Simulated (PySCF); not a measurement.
C$_{2}$H$_{3}$F$_{3}$, charge +1, doublet, at the geometry optimised at the base level (a state made from the parent by changing its charge; the spin is typed, not shown lowest); HF/STO-3G, frequencies in PySCF.

PySCF was given this input:
```python
from pyscf import gto, scf
from pyscf.hessian import thermo

mol = gto.Mole()
mol.atom = '''
    C     1.619760   -0.330088    0.066176
    C    -0.228770    0.046621   -0.009347
    F    -0.656424   -0.792632   -0.948212
    F    -0.247791    1.333938   -0.342745
    F    -0.630396   -0.228570    1.228260
    H     1.603089   -1.391252    0.341391
    H     1.942033    0.372650    0.843601
    H     1.920444   -0.095216   -0.961692
'''
mol.basis = 'sto-3g'
mol.charge = 1
mol.spin = 1
mol.verbose = 3
mol.build()

mf = scf.UHF(mol)
mf.kernel()
hess = mf.Hessian().kernel()
freq = thermo.harmonic_analysis(mf.mol, hess)
print('frequencies / cm-1', freq['freq_wavenumber'].round(1))
th = thermo.thermo(mf, freq['freq_au'], 1000, 101325)
thermo.dump_thermo(mf.mol, th)
```

The log (banner, timings and long lists left out):

```
converged SCF energy = -370.341222756216  <S^2> = 0.76382818  2S+1 = 2.0137807
frequencies / cm-1 [ 136.2  252.7  252.7  462.   502.3  502.3  699.2  855.8  855.8 1037.7
 1417.2 1560.9 1560.9 1607.  1607.  3489.7 3738.5 3738.5]
temperature 1000.0000 [K]
pressure 101325.00 [Pa]
Rotational constants [GHz] 5.07614 4.64757 4.64756
Symmetry number 3
Zero-point energy (ZPE) 0.05531 [Eh]   145204.625 [J/mol]
                           tot       elec      trans        rot        vib
Entropy [J/mol/K]       442.455      5.763    189.166    112.593    134.933
Cv [J/mol/K]            134.410      0.000     12.472     12.472    109.466
Cp [J/mol/K]            142.724      0.000     20.786     12.472    109.466
Internal energy [J/mol]                     12471.690  12471.690 212449.076
Internal energy [Eh]   -370.25080  -370.34122
Enthalpy [J/mol]                            20786.150  12471.690 212449.076
Enthalpy [Eh]          -370.24764
Gibbs free energy [J/mol]                  -168380.099 -100121.348  77516.492
Gibbs free energy [Eh] -370.41616
```
